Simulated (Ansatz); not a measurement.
Consider the ligand exchange at the Si–O bond: `O[Si](O)(O)O` + NH₃ → `N[Si](O)(O)O` + H₂O.

Isolated molecules relaxed with PBE0-D4/def2-TZVP in Ansatz; ΔE leaves out vibrations. CCSD(T)/CBS adds triple-zeta CCSD(T) − MP2 to the extrapolated MP2 energy (def2 sets, frozen cores). This one scheme is used for every species. DFT in def2-TZVPP. B3LYP here is the variant with VWN-RPA as its local correlation; programs differ in this. HSE06 is defined as in plane-wave codes. Each species was taken in one conformer, which may not be the lowest.

```tsv
level	ΔE (kJ/mol)	difference from CCSD(T)/CBS
PBE-D4	45.3	-1.5
revPBE-D4	43.4	-3.4
BLYP-D4	48.0	1.2
r2SCAN-D4	50.9	4.1
B97M-V	53.9	7.1
PBE0-D4	46.0	-0.8
r2SCANh-D4	50.7	3.9
r2SCAN0-D4	50.3	3.5
HSE06-D4	46.1	-0.7
BHLYP-D4	51.1	4.3
CAM-B3LYP-D4	50.1	3.3
ωB97X-V	49.0	2.2
B2PLYP	51.4	4.6
PBE-QIDH	48.4	1.6
PBE	47.2	0.4
revPBE	48.0	1.2
BLYP	51.9	5.1
r2SCAN	51.4	4.6
PBE0	47.7	0.9
B3LYP	51.9	5.1
r2SCANh	51.2	4.4
r2SCAN0	50.9	4.1
HSE06	47.6	0.8
BHLYP	53.4	6.6
CAM-B3LYP	51.8	5.0
LC-ωPBE	47.0	0.2
RPA@PBE/def2-TZVPP	49.7	2.9
HF/def2-SVP	51.6	4.8
MP2/def2-SVP	49.4	2.6
CCSD/def2-SVP	49.7	2.9
CCSD(T)/def2-SVP	49.6	2.8
HF/def2-TZVPP	57.3	10.5
MP2/def2-TZVPP	48.4	1.6
SCS-MP2/def2-TZVPP	50.3	3.5
CCSD/def2-TZVPP	50.4	3.6
CCSD(T)/def2-TZVPP	49.6	2.8
MP2/def2-QZVPP	46.7	-0.1
SCS-MP2/def2-QZVPP	48.7	1.9
MP2/CBS(def2)	45.5	-1.3
CCSD/CBS(def2)	47.6	0.8
CCSD(T)/CBS	46.8	0
```

Largest T1 diagnostic among the species: 0.011.

Leaving LDA and LC-ωPBE aside and taking each functional with its dispersion term where it has one, the values spread over 10.5 kJ/mol, from revPBE-D4 to B97M-V. In def2-TZVPP, CCSD(T) changes the Hartree–Fock value by −7.7 kJ/mol (the triples alone add −0.8 kJ/mol) and MP2 by −8.9 kJ/mol.
